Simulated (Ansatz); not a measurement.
The cluster As₄P was relaxed with B3LYP-D4 (def2-SVP) in Ansatz in these states: neutral doublet, neutral quartet. The geometries follow in no particular order.

A:

```xyz
5

P    -1.505   -0.110   -0.674
As   -0.122   -1.700    0.326
As    1.422    1.457    0.331
As   -0.567    0.501    1.450
As    0.772   -0.149   -1.434
```

B:

Cartesian coordinates in Å:
```
P -0.1579 0.3434 1.6267
As 0.5504 -1.6000 0.4854
As -0.7209 1.0520 -2.1428
As 1.7858 0.5044 0.3392
As -1.4574 -0.2997 -0.3085
```

Judge from the bond lengths which geometry belongs to which state (an estimate).

A is the neutral doublet (As3–As4 2.473 Å, As3–As5 2.473 Å, As2–As4 2.511 Å); B is the neutral quartet (As3–As4 3.570 Å, As3–As5 2.395 Å, As2–As4 2.445 Å).
